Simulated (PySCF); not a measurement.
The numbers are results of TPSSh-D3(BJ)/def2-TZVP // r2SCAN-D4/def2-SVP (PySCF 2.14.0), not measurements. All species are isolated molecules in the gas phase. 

Reference species: [Ag(CO)(H)] (neutral, multiplicity 1).

```
Quantity                                 Result
-------------------------------------  --------
LUMO                                   -2.82 eV
charge on the central atom (Mulliken)   -0.04 e
```

Changed species: [Ag(NH3)(Cl)] (L = NH3, X = Cl; the reference has L = CO, X = H).

### Question
What does the change do to the LUMO and charge on the central atom (Mulliken)?

### Answer
the LUMO goes up by 1.39 eV, to -1.43 eV; the charge on the central atom (Mulliken) goes up by 0.33 e, to 0.29 e.
